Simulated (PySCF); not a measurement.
# KB: energy against distance

Set-up: basis K x2c-SVPall, B x2c-SVPall; spin-free X2C with a Gaussian nucleus; PySCF 2.14. Energies in eV from K + B in their ground configurations at the same level. State: ³Π (triplet), unpaired electrons σ ↑, π ↑.

All columns are PBE0. A positive dipole means K(−)B(+).

```tsv
R (Å)	E (eV)	μ (D)	Mulliken charge on K (basis-dependent)	HOMO (eV)	LUMO (eV)	Mayer bond order	⟨S²⟩
2.472	-0.644	-6.69	0.57	-3.34	-1.21	0.70	2.00
2.587	-0.809	-7.02	0.57	-3.37	-1.26	0.71	2.00
2.702	-0.899	-7.29	0.55	-3.36	-1.31	0.72	2.00
2.788	-0.930	-7.45	0.53	-3.33	-1.35	0.73	2.00
2.874	-0.938	-7.58	0.51	-3.31	-1.39	0.75	2.00
2.960	-0.930	-7.68	0.49	-3.29	-1.43	0.76	2.00
3.075	-0.900	-7.77	0.47	-3.29	-1.47	0.76	2.00
3.219	-0.845	-7.82	0.43	-3.31	-1.53	0.75	2.00
3.391	-0.764	-7.78	0.40	-3.35	-1.59	0.73	2.00
3.621	-0.651	-7.60	0.37	-3.35	-1.65	0.67	2.01
```

A fit through these points gives, at Re = 2.870 Å, μ = -7.57 D and dμ/dR = -1.37 D/Å; the reduced mass is 8.584 u.

Question: How strong is the fundamental in the double-harmonic approximation, I = 42.26·(dμ/dR)²/μred km/mol?

Answer: I = 42.26·(-1.37)²/8.584 = 9.24 km/mol at PBE0.

The state is the lowest determinant that a PBE0 search found; another state may lie lower at other levels.
